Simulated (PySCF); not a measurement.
# C₆ coefficients of unlike pairs at PBE

Calculated with PySCF 2.14 from the dipole response of each species, C₆(A,B) = (3/π) ∫ α_A(iu) α_B(iu) du, in atomic units, from isotropic polarisabilities. For ions this is the dispersion term alone; charge-induced terms of lower order in 1/R come first.

```
species            configuration                                                                                              basis      relativity  α (bohr³)  C₆ (like pair)
  S(3+)        [Ne] 3s2 3p1 (2P)                                                                           aug-cc-pV(D+d)Z (5s4p3d)            none      5.301           13.92
    Kr+   [Ar] 3d10 4s2 4p5 (2P)  aug-cc-pVQZ-PP with one added diffuse shell each of s, p, d, f, g type with ECP10MDF (8s7p6d4f3g)  core potential      11.11           68.44
  C(2+)            [He] 2s2 (1S)                                                                             def2-TZVPPD (6s3p3d1f)            none      4.220           6.482
    Tl+  [Xe] 4f14 5d10 6s2 (1S)                                                          aug-cc-pVQZ-PP with ECP60MDF (7s7p5d3f2g)  core potential      19.99           159.4
```

(1) Estimate C₆ for C(2+) with Kr+.

No spin-orbit coupling is included.

The other pairs:

| pair | C₆ |
| --- | --- |
| Kr+, S(3+) | 30.80 |
| Tl+, C(2+) | 31.89 |
| C(2+), S(3+) | 9.405 |
| Tl+, Kr+ | 103.7 |
| Tl+, S(3+) | 46.88 |

Answers

(1) The integral gives 20.67. The combination rule 2 C_A C_B / (C_A α_B/α_A + C_B α_A/α_B) gives 20.60 and the geometric mean 21.06.
